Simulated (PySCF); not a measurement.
B(H)2(SH) (BH3S), SMILES SB. Atoms are numbered in the order given.

```xyz
5

B     -0.0264    -1.2150     0.0000
H      1.0062    -1.8099     0.0000
H     -1.0830    -1.7637     0.0000
S      0.0891     0.5500     0.0000
H     -1.2174     0.8490     0.0000
```

The structure is a stationary point at ωB97X-D3(BJ)/def2-TZVP.

All values below come from TDA-ωB97X/def2-TZVPD (PySCF).

Vertical excitations. The molecule is in vacuum. State labels are in the subgroup Cs.

| state | symmetry | energy (eV) | λ (nm) | f | main pairs |
|---|---|---|---|---|---|
| S1 | A" | 6.38 | 194 | 0.000 | HOMO−1→LUMO 93 % |
| S2 | A' | 6.68 | 186 | 0.196 | HOMO→LUMO 89 % |
| S3 | A" | 6.97 | 178 | 0.002 | HOMO−2→LUMO 61 %, HOMO→LUMO+5 17 %, HOMO→LUMO+1 13 % |
| S4 | A" | 7.15 | 173 | 0.019 | HOMO−2→LUMO 33 %, HOMO→LUMO+5 27 %, HOMO→LUMO+1 26 % |
| S5 | A" | 8.22 | 151 | 0.094 | HOMO→LUMO+1 36 %, HOMO→LUMO+2 21 %, HOMO→LUMO+6 19 %, HOMO→LUMO+5 7 % |
| S6 | A' | 8.37 | 148 | 0.020 | HOMO−1→LUMO+1 58 %, HOMO−1→LUMO+5 29 % |
| S7 | A" | 8.83 | 140 | 0.054 | HOMO→LUMO+2 45 %, HOMO→LUMO+3 34 %, HOMO→LUMO+10 7 % |
| S8 | A" | 9.19 | 135 | 0.017 | HOMO→LUMO+3 40 %, HOMO→LUMO+5 19 %, HOMO→LUMO+2 13 %, HOMO−3→LUMO 12 % |
| S9 | A' | 9.20 | 135 | 0.004 | HOMO→LUMO+4 89 % |
| S10 | A' | 9.40 | 132 | 0.173 | HOMO−1→LUMO+6 17 %, HOMO−1→LUMO+3 17 %, HOMO−1→LUMO+1 17 %, HOMO−1→LUMO+2 12 % |
| T1 | A' | 5.03 | 247 | 0 | HOMO→LUMO 95 % |
| T2 | A" | 5.80 | 214 | 0 | HOMO−1→LUMO 90 % |
| T3 | A" | 6.42 | 193 | 0 | HOMO−2→LUMO 88 % |
| T4 | A" | 6.68 | 186 | 0 | HOMO→LUMO+5 46 %, HOMO→LUMO+1 29 % |
Triplets are in the Tamm–Dancoff approximation.
